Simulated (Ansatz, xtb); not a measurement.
**CH3F3SSn: where a starting geometry ends**

The starting geometry of this gas-phase singlet was built from a drawn formula by distance geometry and a force field; its bonds are those of `[F][Sn]([F])([F])[CH2]S`.

```
atom    x (Å)    y (Å)    z (Å)
   C  -0.6485  -0.5399   0.9717
   F   1.2456  -1.7570   3.4680
   F   2.6456  -0.0899   1.1133
   F   0.8037   1.4081   3.1964
   S  -0.4464  -2.1355   0.0662
  Sn   1.0596  -0.2456   2.1537
   H  -0.7620   0.2537   0.2304
   H  -1.5314  -0.6481   1.5874
   H   0.6717  -1.6348  -0.6788
```

**Question.** Predict what it relaxes into with r2SCAN-D4/def2-SVP.

**Answer.** It keeps its bonds, and is `[F][Sn]([F])([F])[CH2]S`.

The energy falls by 0.35 eV over 11 steps:

```
step  E − E(last) (eV)
   1             0.349
   2             0.049
   3             0.021
   4             0.014
   5             0.010
   7             0.003
   8             0.001
   9             0.001
  10             0.000
  11             0.000
```

Final geometry (Å):

```xyz
9

C    -0.7157   -0.6277    0.9335
F     1.2227   -1.4973    3.6770
F     2.5351   -0.4067    1.1270
F     1.1083    1.4843    3.0582
S    -0.3289   -2.0034   -0.1794
Sn    0.9602   -0.2526    2.2334
H    -0.9664    0.3076    0.4110
H    -1.5714   -0.9313    1.5539
H     0.7940   -1.4619   -0.7062
```

From the same start GFN2-xTB ends elsewhere, in pieces: CH3S + F3Sn.

The end wasn't checked by frequencies. Atoms past krypton carry core potentials, without spin–orbit terms. Run with Ansatz 0.2.0, 24 s on 2 threads of AMD EPYC 9B14 (Zen 4), with other jobs on the host.
